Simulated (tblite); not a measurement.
A geometry optimisation, step by step.

C₄H₁₇BSi₃.
Atom-mapped SMILES: `[CH3:1][BH:2][SiH2:3][CH2:4][C@@H:5]([SiH3:6])[CH2:7][SiH3:8]` (hydrogens: H9, H10, H11 on C1; H12 on B2; H13, H14 on Si3; H15, H16 on C4; H17 on C5; H18, H19, H20 on Si6; H21, H22 on C7; H23, H24, H25 on Si8)

Computed with GFN2-xTB (tblite), gas phase: L-BFGS steps from a force-field or distance-geometry start until the largest atomic force falls under 0.01 eV/Å. 5 of its 181 geometries are shown.

Step 0: E = -641.6991 eV, largest atomic force 1.952 eV/Å
```
atom  x, y, z in Å  |  force x, y, z in eV/Å
C1      4.286    0.172    0.209   -0.803   0.628   1.665
B2      2.891    0.566    0.912    0.193  -1.582   0.362
Si3     1.305    0.729   -0.171    0.993   1.099   0.204
C4      0.064   -0.588    0.231   -0.503  -1.274   1.169
C5     -1.066   -0.646   -0.756    0.175  -0.061  -1.284
Si6    -2.284   -1.989   -0.317   -0.240  -1.198   0.193
C7     -1.762    0.690   -0.917    0.710   0.428  -1.120
Si8    -2.510    1.317    0.655    0.072   1.346   0.973
H9      4.616    1.057   -0.342    0.304  -0.634  -0.203
H10     4.086   -0.700   -0.427    0.482   0.521   0.119
H11     4.979   -0.065    1.046    0.048  -0.022  -1.143
H12     2.727    0.155    2.025    0.289   0.563  -0.183
H13     1.704    0.532   -1.550   -0.151   0.004  -0.710
H14     0.688    2.045   -0.029   -0.140   0.311  -0.111
H15    -0.392   -0.452    1.244    0.620  -0.106  -0.524
H16     0.557   -1.596    0.220   -0.238   0.720   0.239
H17    -0.595   -0.903   -1.731   -0.232   0.095   0.168
H18    -2.725   -2.690   -1.533    0.003   0.024   0.124
H19    -3.424   -1.402    0.363   -0.237  -0.295  -0.052
H20    -1.601   -2.928    0.616   -0.249   0.135  -0.285
H21    -2.515    0.652   -1.719    0.185  -0.143   0.179
H22    -0.980    1.415   -1.265   -0.788  -0.351   0.129
H23    -1.411    1.863    1.509   -0.413  -0.172  -0.146
H24    -3.389    2.450    0.318    0.002  -0.105   0.038
H25    -3.262    0.338    1.419   -0.083   0.071   0.198
```

Step 45: E = -642.4482 eV, largest atomic force 0.055 eV/Å
```
atom  x, y, z in Å  |  force x, y, z in eV/Å
C1      4.373    0.123    0.304   -0.005  -0.012  -0.001
B2      2.967    0.377    0.956   -0.001   0.012   0.002
Si3     1.388    0.710   -0.158    0.030  -0.008  -0.045
C4      0.022   -0.576    0.244   -0.016   0.013  -0.017
C5     -1.126   -0.653   -0.764   -0.032  -0.008  -0.007
Si6    -2.296   -2.127   -0.397   -0.015   0.008   0.000
C7     -1.880    0.674   -0.901    0.003  -0.002   0.012
Si8    -2.522    1.493    0.691   -0.008  -0.034  -0.021
H9      4.668    0.991   -0.288    0.002  -0.018   0.016
H10     4.333   -0.701   -0.409   -0.005   0.008  -0.003
H11     5.177   -0.088    1.007    0.009   0.011  -0.020
H12     2.891    0.367    2.129   -0.014   0.008   0.001
H13     1.593    0.616   -1.623    0.004  -0.006   0.027
H14     0.822    2.062    0.024    0.004   0.019   0.002
H15    -0.378   -0.372    1.239   -0.014  -0.003   0.010
H16     0.495   -1.561    0.300    0.000   0.000   0.015
H17    -0.671   -0.860   -1.743    0.015   0.010   0.001
H18    -2.684   -2.769   -1.658    0.002   0.023   0.012
H19    -3.512   -1.692    0.291    0.020  -0.018   0.003
H20    -1.595   -3.108    0.436   -0.008  -0.011  -0.014
H21    -2.726    0.523   -1.580    0.023   0.003   0.016
H22    -1.224    1.399   -1.394    0.006  -0.017  -0.008
H23    -1.433    2.047    1.496    0.009   0.004   0.017
H24    -3.404    2.594    0.290   -0.019   0.014  -0.004
H25    -3.289    0.556    1.517    0.010   0.004   0.002
```

Step 90: E = -642.4864 eV, largest atomic force 0.068 eV/Å
```
atom  x, y, z in Å  |  force x, y, z in eV/Å
C1      4.355    0.047    0.340    0.028  -0.019   0.000
B2      2.993    0.467    0.995    0.032   0.013  -0.059
Si3     1.410    0.654   -0.141   -0.006   0.056   0.001
C4     -0.006   -0.556    0.311   -0.018   0.015  -0.004
C5     -1.114   -0.638   -0.739   -0.005  -0.006  -0.006
Si6    -2.262   -2.129   -0.418   -0.042   0.007   0.013
C7     -1.869    0.684   -0.912    0.014  -0.029  -0.020
Si8    -2.602    1.509    0.638    0.036   0.001  -0.024
H9      4.761    0.938   -0.146   -0.009  -0.003   0.018
H10     4.252   -0.691   -0.454    0.004  -0.003   0.003
H11     5.118   -0.302    1.034    0.013  -0.010   0.011
H12     2.995    0.741    2.135   -0.034  -0.006   0.034
H13     1.655    0.380   -1.577    0.014   0.027  -0.018
H14     0.878    2.035   -0.130   -0.017  -0.020   0.001
H15    -0.440   -0.287    1.276    0.009   0.008   0.008
H16     0.430   -1.553    0.435   -0.016   0.024   0.015
H17    -0.621   -0.844   -1.701   -0.021  -0.005   0.007
H18    -3.187   -2.287   -1.546   -0.003   0.022   0.036
H19    -3.018   -1.980    0.828    0.031  -0.013  -0.039
H20    -1.422   -3.327   -0.330   -0.002  -0.023   0.010
H21    -2.681    0.520   -1.627    0.002   0.007  -0.008
H22    -1.194    1.404   -1.385   -0.025   0.012   0.021
H23    -1.583    2.238    1.399    0.014  -0.014  -0.014
H24    -3.622    2.468    0.198    0.022  -0.013   0.003
H25    -3.236    0.534    1.526   -0.022  -0.026   0.012
```

Step 135: E = -642.5056 eV, largest atomic force 0.033 eV/Å
```
atom  x, y, z in Å  |  force x, y, z in eV/Å
C1      4.330   -0.002    0.398    0.004   0.005  -0.002
B2      2.950    0.487    0.964    0.015  -0.007   0.007
Si3     1.402    0.754   -0.203    0.000  -0.033  -0.004
C4      0.032   -0.515    0.247    0.002   0.004  -0.002
C5     -1.102   -0.643   -0.769    0.011  -0.009   0.002
Si6    -2.225   -2.127   -0.335   -0.002   0.008   0.024
C7     -1.875    0.663   -0.961    0.007  -0.004   0.006
Si8    -2.604    1.476    0.593   -0.021  -0.004   0.002
H9      4.846    0.888    0.026    0.002  -0.004   0.002
H10     4.254   -0.674   -0.456   -0.004   0.009   0.010
H11     4.993   -0.454    1.134   -0.002  -0.010  -0.012
H12     2.891    0.719    2.114   -0.004   0.014   0.015
H13     1.647    0.556   -1.649    0.000   0.005  -0.016
H14     0.824    2.111   -0.124   -0.008   0.014  -0.001
H15    -0.384   -0.261    1.225   -0.006   0.006  -0.009
H16     0.505   -1.496    0.364   -0.004   0.007  -0.006
H17    -0.638   -0.878   -1.738    0.004  -0.014  -0.006
H18    -3.420   -2.111   -1.181   -0.009  -0.010  -0.011
H19    -2.619   -2.100    1.075    0.003   0.005  -0.005
H20    -1.474   -3.363   -0.577    0.010  -0.001  -0.006
H21    -2.686    0.481   -1.672    0.003   0.009   0.002
H22    -1.213    1.392   -1.438    0.003   0.001  -0.008
H23    -1.574    2.152    1.385    0.002  -0.002   0.005
H24    -3.583    2.478    0.155    0.004   0.009   0.007
H25    -3.288    0.489    1.432   -0.009   0.003   0.007
```

Step 180: E = -642.5093 eV, largest atomic force 0.010 eV/Å
```
atom  x, y, z in Å  |  force x, y, z in eV/Å
C1      4.316   -0.023    0.401    0.000  -0.002  -0.002
B2      2.947    0.529    0.933    0.004   0.003  -0.003
Si3     1.402    0.776   -0.244    0.003   0.005  -0.001
C4      0.051   -0.507    0.220    0.001   0.001   0.003
C5     -1.103   -0.641   -0.773    0.001  -0.001   0.001
Si6    -2.201   -2.133   -0.310    0.002   0.006   0.007
C7     -1.887    0.661   -0.948    0.001  -0.002   0.002
Si8    -2.623    1.461    0.610    0.001   0.006   0.003
H9      4.921    0.849    0.137   -0.001  -0.008   0.006
H10     4.246   -0.625   -0.503   -0.003   0.002  -0.001
H11     4.896   -0.577    1.138   -0.001   0.006  -0.002
H12     2.893    0.818    2.072    0.004   0.002   0.002
H13     1.649    0.574   -1.690    0.000   0.001  -0.002
H14     0.802    2.125   -0.172    0.003   0.001   0.000
H15    -0.348   -0.263    1.207   -0.005  -0.002   0.003
H16     0.534   -1.484    0.322    0.001  -0.001   0.000
H17    -0.657   -0.874   -1.751   -0.002  -0.003   0.000
H18    -3.380   -2.177   -1.178   -0.006  -0.003  -0.001
H19    -2.616   -2.065    1.093   -0.001   0.000  -0.008
H20    -1.413   -3.355   -0.502   -0.001  -0.005  -0.003
H21    -2.701    0.479   -1.657    0.002   0.002  -0.001
H22    -1.233    1.398   -1.424   -0.002  -0.001  -0.001
H23    -1.586    1.995    1.496   -0.001  -0.005   0.000
H24    -3.472    2.578    0.180   -0.002  -0.001  -0.004
H25    -3.449    0.505    1.352    0.003   0.000   0.001
```

**Question.** Summarise the path.

**Answer.** The energy falls by 0.8102 eV from step 0 to step 180; nine tenths of that is first reached at step 21. It falls at every step. The largest force goes from 1.952 to 0.010 eV/Å. Among the bonds Si3–C4 changes most, from 1.853 to 1.920 Å; the atoms move by 0.477 Å rms after alignment.

**Question.** Follow the three bonds and two angles with the largest change from start to end.

**Answer.** 
```csv
step,E above end (eV),largest force (eV/Å),Si3–C4 (Å),C7–Si8 (Å),C5–Si6 (Å),B2–C1–H11 (°),B2–Si3–H13 (°)
0,0.8102,1.952,1.853,1.850,1.865,105.3,107.2
8,0.1907,0.472,1.906,1.899,1.908,115.6,113.2
16,0.1013,0.205,1.911,1.902,1.921,118.0,117.4
23,0.0749,0.093,1.923,1.899,1.919,115.7,116.1
31,0.0654,0.077,1.921,1.900,1.917,115.6,115.7
39,0.0623,0.034,1.919,1.901,1.916,115.5,116.1
47,0.0603,0.038,1.919,1.900,1.916,115.2,116.1
55,0.0562,0.068,1.918,1.903,1.915,115.5,115.8
63,0.0504,0.050,1.918,1.904,1.914,115.6,115.7
70,0.0452,0.056,1.920,1.901,1.911,115.4,115.1
78,0.0369,0.082,1.920,1.901,1.909,116.0,113.1
86,0.0268,0.067,1.920,1.902,1.909,115.9,113.2
94,0.0202,0.055,1.917,1.901,1.908,115.5,114.2
102,0.0124,0.071,1.920,1.902,1.910,115.9,114.8
110,0.0077,0.036,1.920,1.901,1.912,114.9,115.4
117,0.0062,0.027,1.921,1.901,1.910,115.0,115.9
125,0.0050,0.025,1.921,1.900,1.910,115.1,116.3
133,0.0039,0.022,1.921,1.900,1.911,114.9,115.8
141,0.0029,0.021,1.920,1.900,1.910,114.9,115.7
149,0.0024,0.024,1.920,1.900,1.910,115.1,115.9
157,0.0015,0.022,1.920,1.900,1.911,115.0,115.7
164,0.0009,0.020,1.920,1.900,1.911,114.6,115.8
172,0.0004,0.016,1.920,1.900,1.910,114.7,115.8
180,0.0000,0.010,1.920,1.899,1.910,114.5,116.0
```

What follows is the cost of the whole relaxation. On Arm Neoverse N1, one thread, no GPU, shared host, this took 3.2 s wall.
